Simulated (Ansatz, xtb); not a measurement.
Relative energy of two structures of FGaH2In+

Structure I: a singlet given by its coordinates. Structure II: a singlet given by its coordinates. Both are isolated ions in the gas phase, relaxed with r2SCAN-D4/def2-SVP.

I (Å):

```xyz
5

F    -0.7003   -0.4172   -0.8836
Ga   -2.0004   -0.7260   -2.2968
In    0.7498   -0.0731    0.6916
H    -0.2850    0.4122    1.9236
H     2.1589   -0.4698   -0.1338
```

Close contacts (Å): F1–Ga2 1.94, F1–In3 2.17, In3–H4 1.68, In3–H5 1.68.

II (Å):

| atom | x (Å) | y (Å) | z (Å) |
| --- | --- | --- | --- |
| F | -3.4119 | 0.8317 | 1.1182 |
| Ga | -3.0252 | 1.0420 | -0.6611 |
| In | -1.1675 | -0.0073 | 0.7821 |
| H | -0.3158 | -0.6273 | 2.1170 |
| H | -3.9520 | 1.6382 | -1.7342 |

Close contacts (Å): F1–Ga2 1.83, F1–In3 2.42, Ga2–In3 2.58, Ga2–H5 1.54, In3–H4 1.70.

Q: Estimate E(II) − E(I) at the level CCSD(T)/def2-TZVPP.

A: Calculated at CCSD(T)/def2-TZVPP: E(II) − E(I) = +1.088 eV, so structure I lies lower.

Level by level:

```
             level            geometry  E(II) − E(I) (eV)  departure from the last row (eV)  job, with rough time for the two
r2SCAN-D4/def2-SVP  r2SCAN-D4/def2-SVP              +0.981                            −0.108                optimisation, 48 s
     HF/def2-TZVPP  r2SCAN-D4/def2-SVP              +1.338                            +0.250           part of the CCSD(T) run
    MP2/def2-TZVPP  r2SCAN-D4/def2-SVP              +0.986                            −0.103           part of the CCSD(T) run
CCSD(T)/def2-TZVPP  r2SCAN-D4/def2-SVP              +1.088                                               single point, 7.5 min
```

None of the levels shown reverses the order. The largest departure from CCSD(T)/def2-TZVPP is that of HF/def2-TZVPP, 0.250 eV. Levels run at GFN2-xTB geometries aren't shown.

With harmonic frequencies from r2SCAN-D4/def2-SVP (ideal gas, rigid rotor, one conformer each, 298.15 K, 1 atm): the zero-point term adds +0.014 eV; ΔH is +1.090 and ΔG +1.113 eV.

The correlated steps freeze 14 core orbitals; the filled d shell of Ga and In is correlated, in a basis made for valence electrons. Atoms past krypton carry core potentials in the def2 sets and no spin–orbit term is included. Codes used: Ansatz 0.2.0; the last row on 1 thread of AMD EPYC (Zen 3) on a shared host.
